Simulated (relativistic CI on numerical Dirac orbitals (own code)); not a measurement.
## The 4f ions of charge 1+

Computed by Dirac-Coulomb-Breit CI, separate exchange-only KLI orbitals for each configuration, QED by a radiative potential, unscaled Slater integrals (own radial code, finite nucleus).

Each species is treated in one configuration, given outside its closed core, with all valence electrons in the open shell. Radial values are for the open shell of highest l, unscaled and averaged over j; ζ includes the Breit term. Labels give the leading LS character, summed over repeated terms.

| Ion | Configuration | Its lowest level | LS weight (%) | ⟨r⟩ (bohr) | ⟨r²⟩ (bohr²) | Next level | E (cm⁻¹) | g_J | g√(J(J+1)) |
| --- | --- | --- | --- | --- | --- | --- | --- | --- | --- |
| La+ | 4f2 | 3H_4 | 98 | 2.291 | 9.233 | 3H_5 | 749.83 | 0.803 | 3.59 |
| Ce+ | 4f3 | ? | ? | ? | ? | ? | ? | ? | ? |
| Pr+ | 4f4 | 5I_4 | 99 | 1.432 | 3.195 | 5I_5 | 809.44 | 0.602 | 2.69 |
| Nd+ | 4f5 | 6H°_5/2 | 98 | 1.297 | 2.562 | 6H°_7/2 | 597.76 | 0.290 | 0.86 |
| Pm+ | 4f6 | 7F_0 | 96 | 1.204 | 2.174 | 7F_1 | 211.49 |  | 0.00 |
| Sm+ | 4f7 | 8S°_7/2 | 98 | 1.132 | 1.905 | 6P°_7/2 | 27877 | 1.996 | 7.92 |
| Eu+ | 4f8 | 7F_6 | 97 | 1.075 | 1.705 | 7F_5 | 1242.3 | 1.495 | 9.69 |
| Gd+ | 4f9 | 6H°_15/2 | 96 | 1.026 | 1.549 | 6H°_13/2 | 2223.4 | 1.327 | 10.60 |
| Tb+ | 4f10 | 5I_8 | 95 | 0.985 | 1.422 | 5I_7 | 3376.5 | 1.244 | 10.55 |
| Dy+ | 4f11 | 4I°_15/2 | 98 | 0.9488 | 1.317 | 4I°_13/2 | 4499.4 | 1.197 | 9.56 |
| Ho+ | 4f12 | 3H_6 | 99 | 0.9166 | 1.229 | 3F_4 | 5403.1 | 1.165 | 7.55 |
| Er+ | 4f13 | 2F°_7/2 | 100 | 0.8877 | 1.153 | 2F°_5/2 | 7674.4 | 1.142 | 4.53 |

Task: Fill in the row of Ce+.

Result: Its lowest level 4I°_9/2; LS weight (%) 98; ⟨r⟩ (bohr) 1.662; ⟨r²⟩ (bohr²) 4.493; Next level 4I°_11/2; E (cm⁻¹) 905.47; g_J 0.729; g√(J(J+1)) 3.63.

NIST ASD lists another ground level for La+ (3F2), Pr+ ((9/2,1/2)°4), Nd+ (6I7/2), Pm+ (7H°2), Sm+ (8F1/2), Eu+ (9S°4), Gd+ (10D°5/2), Tb+ ((15/2,1/2)°8), Dy+ ((8,1/2)17/2), Ho+ ((15/2,1/2)°8), Er+ ((6,1/2)13/2).

With one configuration, terms of near-neutral atoms and ions can be 10 to 25 % off, and close levels can change places.
